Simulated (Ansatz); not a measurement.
Species: C3H11NO3Si, SMILES `CO[Si](N)(OC)OC` (charge 0, multiplicity 1).

### Question
Give a relaxed geometry from Ansatz (a quantum-chemistry and plane-wave program) with r2SCAN-D4/def2-SVP.

### Answer
Several could match; the one computed here: the end point of this relaxation, one of several conformers (outside a Z-matrix the atoms follow the SMILES, hydrogens last).
Z-matrix (Å, degrees):
```
Si
O 1 1.6469
C 2 1.4124 1 124.25
H 3 1.1012 2 108.48 1 -167.94
H 3 1.1035 4 108.90 2 -121.65
H 3 1.1054 4 108.12 5 -117.38
O 1 1.6559 2 105.42 3 36.07
C 7 1.4081 1 124.10 2 -171.91
H 8 1.1014 7 108.79 1 176.90
H 8 1.1048 9 108.58 7 121.65
H 8 1.1074 9 107.86 10 117.03
O 1 1.6576 2 115.84 3 -78.54
C 12 1.4108 1 123.94 2 -63.99
H 13 1.1019 12 108.91 1 -160.05
H 13 1.1051 14 108.13 12 120.98
H 13 1.1053 14 108.62 15 116.92
N 1 1.7075 2 105.31 3 162.34
H 17 1.0133 1 121.75 2 167.67
H 17 1.0137 18 112.12 1 -155.08
```
